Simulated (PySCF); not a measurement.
## `C(C=C=C=CC=C)(C)=O`, C₈H₈O

Geometry:
| atom | x (Å) | y (Å) | z (Å) |
| --- | --- | --- | --- |
| C1 | 3.632 | 0.443 | 1.135 |
| C2 | 2.360 | 0.326 | 0.751 |
| C3 | 1.794 | -0.908 | 0.284 |
| C4 | 0.525 | -1.032 | -0.084 |
| C5 | -0.673 | -1.141 | -0.424 |
| C6 | -1.944 | -1.237 | -0.779 |
| C7 | -2.889 | -0.116 | -0.736 |
| C8 | -2.333 | 1.194 | -0.233 |
| O9 | -4.044 | -0.249 | -1.081 |
| H10 | 4.308 | -0.397 | 1.114 |
| H11 | 4.036 | 1.377 | 1.485 |
| H12 | 1.696 | 1.180 | 0.784 |
| H13 | 2.447 | -1.772 | 0.237 |
| H14 | -2.344 | -2.182 | -1.125 |
| H15 | -3.087 | 1.972 | -0.317 |
| H16 | -2.040 | 1.085 | 0.810 |
| H17 | -1.451 | 1.470 | -0.806 |

The calculation used quadratic response wB97X-D/def2-SVPD first hyperpolarisability, Taylor convention, gas phase in PySCF 2.14.0. Geometry: GFN2-xTB.

Q: Give the tensor of the static β(0;0,0) in the axes of these coordinates.

A: In au, Taylor convention; rows are the first index (the induced dipole):
|  | xx | yy | zz | xy | xz | yz |
| --- | --- | --- | --- | --- | --- | --- |
| x | +518.9 | +80.0 | +3.9 | -59.2 | +144.2 | +18.2 |
| y | -59.2 | +7.3 | +7.9 | +80.0 | +18.2 | +27.5 |
| z | +144.2 | +27.5 | -25.1 | +18.2 | +3.9 | +7.9 |

Norm of βᵢ = ⅓ Σⱼ (βᵢⱼⱼ + βⱼᵢⱼ + βⱼⱼᵢ): 622.0 au, hyper-Rayleigh value 253.8 au.
